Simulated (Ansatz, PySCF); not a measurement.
Reaction R1 + R2 → P1 + P2, each structure at its B3LYP-D3(BJ)/def2-TZVP stationary point, reached from a drawn start (curvature not checked).
R1: C2H6AlCl (SMILES [CH3][Al]([CH3])[Cl]), charge 0, multiplicity 1.
P1: C2H6AlF (SMILES [CH3][Al]([CH3])[F]), charge 0, multiplicity 1.
P2, HCl (SMILES Cl) (charge 0, multiplicity 1):
```
atom   x (Å)   y (Å)    z (Å)
----  ------  ------  -------
Cl    0.0000  0.0000   0.6410
H     0.0000  0.0000  -0.6410
```
R2, HF (SMILES F) (charge 0, multiplicity 1):
```xyz
2

F      0.00000     0.00000     0.46223
H      0.00000     0.00000    -0.46223
```

P less R. No zero-point or thermal terms.

Run with Ansatz (Gaussian basis) for Hartree–Fock, density functionals and correlated methods; PySCF for the D3/D4 terms. All values are computed, each at the level named.

Task: One of these levels gives -23.5 kJ/mol for the reaction energy. Which?
A) B3LYP/def2-TZVPP
B) PBE-D3(BJ)/def2-TZVPP
C) B3LYP-D4/def2-TZVPP

Result: C, B3LYP-D4/def2-TZVPP. The others give -17.9 (PBE-D3(BJ)/def2-TZVPP), -28.3 (B3LYP/def2-TZVPP)

Ansatz is a first-principles code.
